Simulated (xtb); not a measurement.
xtb input:

```bash
xtb mol.xyz --gfn 2 --ohess tight --chrg -1 --uhf 0
```
mol.xyz:
```
13

Si     0.14031028    -0.01315960     0.62961294
C      1.71856672    -0.36666854    -0.41333754
C     -1.18530622    -1.29541472     0.20194748
C     -0.49015993     1.62891787     0.27894726
H      2.43552095     0.38835884    -0.12931050
H      2.07760972    -1.35822824    -0.15024224
H      1.45207372    -0.26182811    -1.47860276
H     -0.73523567    -2.32346182     0.42242627
H     -1.37463429    -1.24300396    -0.90480978
H     -2.02935895    -1.10104305     0.80397301
H     -0.74323183     1.71188041    -0.82127382
H     -1.41721006     1.85413599     0.87126568
H      0.30480625     2.38392651     0.54733693
```

Problem. What final total energy does it print?

Solution. -12.83981 Eh (GFN2-xTB).

It need not be the lowest isomer of its formula. Whether it binds its extra electron was not tested at this geometry.
